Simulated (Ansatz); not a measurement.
Mulliken charges of FH₃SeSi₂ (`F[SiH]1[SiH2][Se]1`) from r2SCAN/def2-TZVPP in Ansatz (PBE0-D4/def2-TZVP geometry).

| atom | x (Å) | y (Å) | z (Å) | charge (e) |
| --- | --- | --- | --- | --- |
| F1 | -1.776 | -1.531 | 0.315 | -0.306 |
| Si2 | -1.087 | -0.143 | -0.069 | 0.504 |
| Si3 | 1.104 | 0.207 | 0.294 | 0.184 |
| Se4 | 0.305 | -0.154 | -1.849 | -0.216 |
| H5 | -2.154 | 0.878 | -0.070 | -0.063 |
| H6 | 1.693 | 1.548 | 0.522 | -0.055 |
| H7 | 1.977 | -0.873 | 0.811 | -0.048 |

Q: By hand: the dipole of these point charges (1 e Å = 4.8032 D).

A: Σ q r = (0.081, 0.369, 0.259) e Å, of length 0.458 e Å = 2.20 D.

Q: How does the dipole of the full density compare? (Best estimate.)

A: Ansatz gave: (0.100, 0.231, 0.199) e Å, 1.54 D; the point charges give 1.43 times that, at 10° from its direction.

Point charges leave out the atoms' own dipoles, such as those of lone pairs, and Mulliken's split depends on the basis, so the two needn't agree.
